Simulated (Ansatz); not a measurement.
The same path of F3HSi + H2S (8 atoms, charge 0, multiplicity 1) was run twice with different band settings. Lost on the way: Si1–H2, S6–H8. Made: Si1–S6, H2–H8.

These are results of RKS r2SCAN-D4/def2-SVP in Ansatz, not measurements.

Relaxed end points:

```xyz
8
Properties=species:S:1:pos:R:3
Si 0.351 0.061 -0.031
H 0.594 0.691 1.265
F 1.725 -0.011 -0.857
F -0.686 0.878 -0.944
F -0.179 -1.449 0.099
S -2.699 0.050 1.594
H -3.005 0.182 0.284
H -2.474 -1.274 1.452
```

```xyz
8
Properties=species:S:1:pos:R:3
Si -0.616 -0.296 -0.400
H 0.248 0.639 2.460
F 0.733 -0.808 0.291
F -0.415 1.266 -0.689
F -0.778 -1.022 -1.820
S -2.293 -0.725 0.793
H -2.989 -1.121 -0.297
H -0.265 1.195 2.522
```

Common settings: movable images 9; climbing image yes; optimiser quadratic models (default); start path through a guess of the saddle point; force threshold 0.05 eV/Å; end points relaxed.

| run | spring | iteration limit |
| --- | --- | --- |
| 1 | 5.0 eV/Å² | 52 |
| 2 | 0.1 eV/Å² | 60 |

**Question.** What does each run give, and how far can it be trusted?

**Answer.** Run 1: converged after 15 iterations, highest image 1.933 eV above the first end. Neighbouring images differ by up to 1.5 eV, so the band resolves the path poorly. A vibrational analysis at the climbing image gives one clearly imaginary mode, 995i cm⁻¹: a first-order saddle point.
Run 2: converged after 19 iterations, highest image 1.932 eV above the first end. A structure lower than the last end lies on the path between it and the top, so the climb from that side starts below the end, which may itself be a saddle point or a shallow side well. Neighbouring images differ by up to 1.5 eV, so the band resolves the path poorly. Another band between the same ends (9 images) ends at a top of the same energy, where a vibrational analysis finds 1 clearly imaginary mode.
The orbitals stay closed-shell, which can raise the energy where a bond breaks towards radicals; this wasn't checked here.
